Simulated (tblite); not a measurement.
Problem. Give a GFN2-xTB geometry of `CO/C(F)=C1C(Cl)=C\1C(F)(F)F`.

Solution. 
```
atom  x, y, z in Å
C1    -3.1674   -0.2302    0.2153
O2    -2.0125   -0.5855   -0.5399
C3    -0.9209    0.1680   -0.3318
F4    -1.1481    1.5109   -0.3031
C5     0.2930   -0.2908   -0.1434
C6     1.2975   -1.3462   -0.1081
Cl7    1.5820   -2.9689   -0.1439
C8     1.7597   -0.1039   -0.0482
C9     2.8860    0.8404    0.0290
F10    4.0407    0.2082    0.2869
F11    2.7206    1.7560    0.9929
F12    3.0652    1.5162   -1.1170
H13   -3.9508   -0.9085   -0.1135
H14   -2.9851   -0.3596    1.2857
H15   -3.4643    0.8021    0.0170
```

Any rigid rotation of these coordinates is as good. Atoms count from 1 in this order. The 3-membered ring C5–C6–C8 has internal angles of 53.7° to 64.1°. The C–F distances run from 1.340 Å (C9–F11, drawn single) to 1.362 Å (C3–F4, drawn single), a spread of 0.022 Å. The 5 C–C bonds span 1.311 Å (C3=C5, drawn double) to 1.482 Å (C5–C8, drawn single), a spread of 0.171 Å. Of the pairs four or more bonds apart, F4···H15 is among the closest relative to their van der Waals radii: 2.44 Å, 92 % of the sum of Bondi's values.

Bonds between heavy atoms (Å): C1–O2 1.425, O2–C3 1.343, C3–F4 1.362, C3=C5 1.311, C5–C6 1.457, C6–Cl7 1.648, C6=C8 1.327, C8–C9 1.472, C9–F10 1.341, C9–F11 1.340, C9–F12 1.343, C5–C8 1.482.

The geometry is computed with GFN2-xTB (gas phase).

Point group: C1 (no symmetry element, even within 0.4 Å). Its lowest GFN2-xTB frequency is 11 cm⁻¹, too small to tell a flat minimum from a shallow saddle. One conformer, not necessarily the lowest (C1–O2–C3–F4 -45°).
